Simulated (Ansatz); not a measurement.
Program: Ansatz. Geometries: PBE0-D4/def2-TZVP. ΔE: electronic, gas phase. CCSD(T)/CBS adds triple-zeta CCSD(T) − MP2 to the extrapolated MP2 energy (def2 sets, frozen cores). Functionals use def2-TZVPP. HSE06 is defined as in plane-wave codes. Each species was taken in one conformer, which may not be the lowest.

`COC1O[SiH2]1` → `OC(O)=C[SiH3]`  (isomerisation)

`COC1O[SiH2]1`:

Cartesian coordinates in Å:
```
C 1.541 -0.981 -0.403
O 0.559 -0.053 -0.828
C -0.073 0.566 0.213
O -1.022 -0.284 0.946
Si -1.850 0.913 0.137
H 1.086 -1.803 0.156
H 2.021 -1.371 -1.300
H 2.293 -0.490 0.226
H 0.613 1.052 0.913
H -2.507 1.946 0.970
H -2.660 0.506 -1.030
```

`OC(O)=C[SiH3]`:

Z-matrix (Å, degrees):
```
Si
C 1 1.842
H 1 1.489 2 112.5
H 1 1.489 2 112.5 3 -121.4
H 1 1.488 2 108.0 3 119.3
C 2 1.338 1 123.0 3 60.8
H 2 1.084 1 119.8 3 -119.2
O 6 1.349 2 126.9 1 -179.9
O 6 1.337 2 122.6 1 0.1
H 8 0.962 6 109.1 2 0.2
H 9 0.963 6 108.8 2 -179.7
```

```json
{"level": "HSE06", "ΔE (kJ/mol)": "-63.1"}
{"level": "BHLYP", "ΔE (kJ/mol)": "-66.9"}
{"level": "LC-ωPBE", "ΔE (kJ/mol)": "-54.9"}
{"level": "MP2/CBS(def2)", "ΔE (kJ/mol)": "-57.1"}
```

Problem. What does CCSD(T)/CBS give? (Estimate.)

Solution. Computed: -58.3 kJ/mol. The listed levels differ from it by -4.8, -8.6, 3.4, 1.2 kJ/mol.

Problem. What do rigid-rotor, harmonic-oscillator terms from PBE0-D4/def2-TZVP frequencies (298.15 K, 1 bar) make of the CCSD(T)/CBS value? (Best estimate.)

Solution. The calculation gave: ΔZPE = -8.1 kJ/mol, ΔH = -64.3 kJ/mol, ΔS = 21 J/(mol·K), ΔG = -70.6 kJ/mol. Modes under 50 cm⁻¹ make the entropy rough.

Largest T1 diagnostic among the species: 0.014.

From BLYP to BHLYP (50 % exact exchange), in def2-TZVPP and without D4, ΔE moves by −9.5 kJ/mol. Leaving LDA and LC-ωPBE aside and taking each functional with its dispersion term where it has one, the values, not all of them listed here, spread over 13.6 kJ/mol, from BHLYP-D4 to ωB97X-V. In def2-TZVPP, CCSD(T) changes the Hartree–Fock value by +21.9 kJ/mol (the triples alone add +1.6 kJ/mol) and MP2 by +23.2 kJ/mol.

CCSD(T)/CBS has its own doubt, a few kJ/mol and more with outer-core shells, so smaller differences from it don't rank the levels.
